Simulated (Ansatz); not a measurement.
`[CH3][Mg][F]` + `N=CBr` → `C/N=C\Br` + `[F][MgH]`  (substitution at a C–Mg bond)

Program: Ansatz. Geometries: PBE0-D4/def2-TZVP. ΔE: electronic, gas phase. CBS: MP2 limit from def2 TZ/QZ plus the TZ coupled-cluster correction, frozen cores. DFT in def2-TZVPP. B3LYP here is the variant with VWN-RPA as its local correlation; programs differ in this. For Br, Mg outer-core shells are correlated without core-valence functions, which leaves a few kJ/mol of doubt a bond. Scalar relativity is left out up to krypton. One conformer a species, not always the lowest.

Problem. Is it downhill or uphill in electronic energy at CCSD(T)/CBS, and by how much? (An estimate is asked.)

Solution. The calculation gave: Uphill: ΔE = +0.38 eV.

Problem. What do these levels give: r2SCAN-D4, r2SCAN, PBE0, B3LYP, SCS-MP2/def2-TZVPP, SCS-MP2/def2-QZVPP? (An estimate is asked.)

Solution. The calculation gave: r2SCAN-D4 0.28, r2SCAN 0.29, PBE0 0.32, B3LYP 0.34, SCS-MP2/def2-TZVPP 0.35, SCS-MP2/def2-QZVPP 0.36 eV.

Largest T1 diagnostic among the species: 0.012.

The D4 term adds −0.06 eV with B3LYP and −0.03 eV with PBE0; it sums over pairs of atoms, weighted by their polarisabilities, and B3LYP, whose exchange is more repulsive, gets the larger term. In def2-TZVPP, CCSD(T) changes the Hartree–Fock value by +0.05 eV (the triples alone add −0.02 eV) and MP2 by +0.07 eV.
